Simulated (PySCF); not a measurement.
PySCF 2.14 output of an unrestricted B3LYP calculation on a single atom or ion in x2c-TZVPPall with one added diffuse shell each of s, p, d type (7s6p5d1f, 57 functions), with the spin-free X2C one-electron Hamiltonian (Gaussian nucleus):

```
SCF conv_tol = 1e-09
number electrons alpha = 17  beta = 15
    P. J. Stephens, F. J. Devlin, C. F. Chabalowski, and M. J. Frisch.,  J. Phys. Chem. 98, 11623 (1994)
cycle= 1 E= -2098.58913656151  delta_E= -0.0084  |g|= 0.166  |ddm|= 0.573
cycle= 2 E= -2098.5881209868  delta_E= 0.00102  |g|= 0.187  |ddm|= 0.164
cycle= 3 E= -2098.59234854752  delta_E= -0.00423  |g|= 0.00334  |ddm|= 0.0921
cycle= 4 E= -2098.59235713478  delta_E= -8.59e-06  |g|= 0.000513  |ddm|= 0.0187
cycle= 5 E= -2098.59235947453  delta_E= -2.34e-06  |g|= 0.00015  |ddm|= 0.0122
cycle= 6 E= -2098.59235984485  delta_E= -3.7e-07  |g|= 1.99e-05  |ddm|= 0.00675
cycle= 7 E= -2098.59235984594  delta_E= -1.09e-09  |g|= 6.57e-07  |ddm|= 0.000356
cycle= 8 E= -2098.59235984594  delta_E= -4.55e-13  |g|= 4.97e-08  |ddm|= 7.26e-06
converged SCF energy = -2098.59235984594  <S^2> = 2.0020187  2S+1 = 3.0013455
```

The run itself started from symmetry-adapted Hartree-Fock orbitals and held the occupation by maximum overlap, on a logarithmic radial grid, so the iterations belong to that start.

Q: Which element, charge and spin multiplicity is this?

A: Ge (germanium, neutral), multiplicity 3; the state was [Ar] 3d10 4s2 4p1 5s1, high-spin 3P determinant (an excited configuration).

The outer electron is Rydberg-like, and this basis confines it to a smaller radius and binds it less than a complete one would.
